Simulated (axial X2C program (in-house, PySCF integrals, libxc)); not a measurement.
Potential curves of CoP⁻, 2c

All values were computed with an in-house relativistic program for diatomic molecules. Two-component (2c) means X2C with spin–orbit coupling and atomic mean-field two-electron Coulomb and Gaunt terms. Basis: Co dyall-acv3z [10s11p7d4f2g], P dyall-av3z [9s8p3d2f] (cores contracted in-house); Gaussian nuclei, density fitting, unrestricted open shells. Masses: Co 58.933 u, P 30.974 u.

State: Ω = 7/2 (⟨Sz⟩ = 1.50, ⟨Lz⟩ = 2.00 at PBE). Energies in eV from the lowest point of each curve. Fits are polynomials in 1 − R0/R over 0.85 to 1.23 times the lowest point R0.

```
 R (Å)     PBE
1.7417  0.9930
1.8218  0.4260
1.8819  0.1778
1.9419  0.0447
2.0020  0.0000
2.0721  0.0322
2.1421  0.1302
2.2322  0.3215
2.3423  0.6134
2.5025  1.0814
```

Occupations by symmetry block were frozen at the best pattern of an incomplete PBE0 search. Density functionals use the spin component along the axis (collinear). Other states lie close and PBE0, whose exact exchange favours high spin, may order them wrongly; the determinant shown need not be the ground state. The nearest other 2c determinant of the search, Ω = 1/2, lies 0.12 eV up at the distance of the search. Without a current term, density functionals place determinants with orbital angular momentum somewhat too high. With several unpaired electrons one determinant need not be a pure state. The highest occupied level of some functionals is positive through self-interaction error; at Hartree–Fock it is bound.

Q: Fit the PBE curve near its minimum: give the equilibrium distance and the harmonic wavenumber.

A: At PBE, 2c: Re = 2.009 Å, ωe ≈ 492 cm⁻¹; Be follows as 0.206 cm⁻¹.
